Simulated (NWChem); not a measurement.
# C2H6B, doublet; SMILES C[B]C

```xyz
9

C     -1.4036     0.0082    -0.0990
B      0.0000     0.0000     0.5600
C      1.4036    -0.0082    -0.0990
H     -1.6787    -1.0631    -0.1812
H     -2.1952     0.4804     0.5014
H     -1.4205     0.4174    -1.1260
H      1.4205    -0.4174    -1.1260
H      2.1952    -0.4804     0.5014
H      1.6787     1.0631    -0.1812
```
Atoms are numbered in this order, from 1.

All runs: NWChem. Spin-unrestricted. In the optimisation the excess spin sits in a (C2, its own frame). Coordinates come from a PBE0/def2-SVP, spin-unrestricted optimisation. No stability test was run on the SCF state. Total energies compare along this basis series because the functional is fixed.

```
level             basis functions  energy (Ha)  highest occupied level (eV)  lowest empty minus highest occupied level, either spin (eV)  dipole (D)   <S²>  relative time
----------------  ---------------  -----------  ---------------------------  -----------------------------------------------------------  ----------  -----  -------------
TPSS/pcseg-1                   72    -104.6043                        -3.93                                                         2.24        1.02  0.752              2
TPSS/aug-pcseg-1              123    -104.6072                        -3.97                                                         2.24        1.00  0.752              8
TPSS/pcseg-2                  174    -104.6627                        -3.96                                                         2.25        1.02  0.752             10
TPSS/STO-3G                    21    -103.3689                        -1.40                                                         2.66        0.24  0.751              1
TPSS/def2-SVP                  72    -104.5504                        -3.84                                                         2.23        1.08  0.752              2
```

Times are rough ratios from one shared machine.
